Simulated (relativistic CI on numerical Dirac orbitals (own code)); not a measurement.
V¹⁹⁺: sensitivity of the levels to the model

Base calculation: Dirac-Coulomb-Breit CI, KLI orbitals optimised for each configuration, QED by a radiative potential, unscaled Slater integrals.

Configurations in the expansion (outside the closed core 1s2): 2s², 2s2p, 2p², 2p3s, 2p3p, 2s3s, 2s3p, 2s3d, 2s4s, 2s4p, 2s4d, 2s4f, 2s5s, 2s5p, 2s5d, 2s5f, 2s5g, 3s², 3s3p, 3p². Levels of other configurations are missing.

Variants: (1) QED terms removed. Shifts of the energy above 2s² ¹S0, in eV, for the lowest level and the first level of each name with at least 55 % of one term (blank where a level changes its place among those of its configuration and J or its character, or is not in the variant):

```tsv
Level	Base	Δ(1)
2s² ¹S0	0.000	0.000
2s2p ³P°0	37.709	+0.291
2s2p ³P°1	40.148	+0.286
2s2p ³P°2	46.611	+0.269
2s2p ¹P°1	79.468	+0.277
2p² ³P0	102.071	+0.601
2p² ³P1	106.580	+0.589
2p² ³P2	110.584	+0.583
2p² ¹D2	122.612	+0.574
2p² ¹S0	147.613	+0.550
2s3s ³S1	843.435	+0.191
2s3s ¹S0	850.765	+0.196
2s3p ³P°1	861.907	+0.281
2s3p ³P°0	861.954	+0.276
2s3p ³P°2	864.531	+0.269
2s3d ³D1	873.502	+0.277
2s3d ³D2	873.829	+0.275
2s3d ³D3	874.370	+0.272
2s3d ¹D2	881.497	+0.275
2p3s ³P°0	891.125	+0.511
2p3s ³P°1	892.732	+0.504
2p3s ³P°2	900.360	+0.489
```

At this charge energies of transitions that change n are usually good to better than 1 %, and those within a shell (Δn = 0) to a few per cent.

Ionisation energy from the two ground configurations alone: base 1480.15 eV. The NIST ASD value (semi-empirical) is 1486.7 eV.

LS names give the leading component of a level, which can be under half, so a name can repeat, a term be missing and a line seem to break the LS rules.
